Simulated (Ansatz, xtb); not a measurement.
# Relative energy of two isomers of C2H11GeNSi

We compare X, `[CH3][GeH2][CH2][SiH2]N`, a singlet, with Y, `C[CH2][GeH2][NH][SiH3]`, a singlet. Both are isolated molecules in the gas phase, relaxed with r2SCAN-D4/def2-SVP; the shapes shown needn't be the lowest conformers.

X (Å):

```xyz
16

C    -0.0588    2.3344    1.2788
C    -0.3175   -0.8525    0.8662
Ge    0.8003    0.7361    0.5599
N    -2.6905    0.4952   -0.2508
Si   -1.7847   -0.9952   -0.2879
H     0.5681    3.2238    1.1163
H    -1.0248    2.4757    0.7729
H    -0.2325    2.2257    2.3605
H     1.0429    0.9011   -0.9538
H     2.1707    0.5258    1.2404
H     0.3070   -1.7576    0.7615
H    -0.6601   -0.8365    1.9169
H    -2.5756   -2.2212    0.0832
H    -1.3390   -1.1675   -1.7041
H    -3.3205    0.6898   -1.0246
H    -3.1404    0.7653    0.6208
```

Y (Å):

```tsv
atom	x (Å)	y (Å)	z (Å)
C	-0.6464	0.1838	-3.1372
C	-0.6172	0.9331	-1.8070
Ge	-0.0036	-0.1807	-0.3193
N	-1.0554	-1.7014	-0.2372
Si	-2.7522	-1.7887	0.1043
H	-1.2799	-0.7155	-3.0721
H	0.3610	-0.1491	-3.4372
H	-1.0411	0.8134	-3.9514
H	0.0393	1.8197	-1.8565
H	-1.6212	1.3097	-1.5444
H	-0.0693	0.6041	1.0091
H	1.4296	-0.6956	-0.5527
H	-0.5286	-2.5716	-0.2329
H	-3.4512	-2.7441	-0.8133
H	-3.0841	-2.2148	1.5043
H	-3.3088	-0.4163	-0.1004
```

Quicker runs give these differences E(Y) − E(X): GFN2-xTB −63.4 kJ/mol; HF/STO-3G +5.6 kJ/mol (at GFN2-xTB geometries); r2SCAN-D4/def2-SVP//GFN2-xTB +28.6 kJ/mol.

Task: Estimate which is lower in electronic energy at CCSD(T)/def2-SVP + ΔMP2/def2-TZVPP, and by roughly how much.

Result: The CCSD(T)/def2-SVP + ΔMP2/def2-TZVPP calculation puts structure X lower, by 30.3 kJ/mol.

The same difference at several levels:

| level | geometry | E(Y) − E(X) (kJ/mol) | departure from the last row (kJ/mol) | job, with rough time for the two |
| --- | --- | --- | --- | --- |
| GFN2-xTB | GFN2-xTB | −63.4 | −93.7 | optimisation, 0.22 s |
| HF/STO-3G | GFN2-xTB | +5.6 | −24.7 | single point, 0.46 s |
| r2SCAN-D4/def2-SVP//GFN2-xTB | GFN2-xTB | +28.6 | −1.7 | single point, 4.3 s |
| r2SCAN-D4/def2-SVP | r2SCAN-D4/def2-SVP | +27.6 | −2.7 | optimisation, 2 min |
| HF/def2-SVP | r2SCAN-D4/def2-SVP | +11.7 | −18.6 | part of the CCSD(T) run |
| MP2/def2-SVP | r2SCAN-D4/def2-SVP | +17.4 | −13.0 | part of the CCSD(T) run |
| CCSD(T)/def2-SVP | r2SCAN-D4/def2-SVP | +13.8 | −16.5 | single point |
| CCSD(T)/def2-SVP + ΔMP2/def2-TZVPP | r2SCAN-D4/def2-SVP | +30.3 |  | single point, 77 s |

As drawn, Y has 1 C–C, 1 Ge–N, 1 Si–H in place of 1 C–Ge, 1 C–Si, 1 N–H.

GFN2-xTB puts the two in the other order. The largest departure from CCSD(T)/def2-SVP + ΔMP2/def2-TZVPP is that of GFN2-xTB, 93.7 kJ/mol. The last row adds to CCSD(T) the change of the MP2 difference between the two basis sets, here +16.5 kJ/mol, a large step that makes the value less sure.

With thermal terms from frequencies at re-optimised GFN2-xTB minima (ideal gas, soft modes damped towards free rotors, one conformer each, 298.15 K, 1 atm): on the last row, ΔE + ΔZPE = +26.9, ΔH = +26.7, ΔG = +26.2 kJ/mol.

The correlated steps freeze 17 core orbitals; the filled d shell of Ge is correlated, in a basis made for valence electrons. Codes used: Ansatz 0.2.0, xtb 6.7.1; the last row on 4 threads of Arm Neoverse V1 on a shared host.
